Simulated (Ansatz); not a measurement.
Molecule: MoO, net charge 0, triplet state. The spin state was set by rule; other spins were not relaxed. 
Structure (B3LYP-D3(BJ)/def2-TZVP (Ansatz, an electronic-structure program) minimum search):
```
Mo
O 1 1.6412
```
Charge 0, spin multiplicity 3.

Basis-set convergence of Hartree-Fock and CCSD correlation energies (hartree) with Ansatz. Valence correlation only, unless marked. Open shells are spin-unrestricted. Spin-orbit coupling is left out. Frozen are the shells of the preceding noble gas and the d and f shells that filled before the atom's block. Past Kr the def2 sets carry scalar-relativistic core potentials. The program attaches cautions to a run behind CCSD/def2-TZVPPD: other amplitudes. The program attaches cautions to a run behind CCSD/def2-QZVPPD: other amplitudes.

The UHF reference is spin-contaminated (<S^2> 0.93 over the pure value in the largest basis). The T1 diagnostic of CCSD in the largest basis is 0.082, which is high, so the coupled-cluster rows are less sure than usual.

| basis | functions | E(HF) | E(corr, CCSD) |
|---|---|---|---|
| def2-TZVPPD | 96 | -142.37754 | -0.40043 |
| def2-QZVPPD | 147 | -142.38299 | -0.42004 |

Extrapolating the two largest sets (X = 3 and 4) as X^-3: E(corr) = (64·(-0.42004) - 27·(-0.40043))/37 = -0.4344 Eh, an estimate of the basis-set limit. The largest set recovers 96.7 % of it, the smallest 92.2 %.
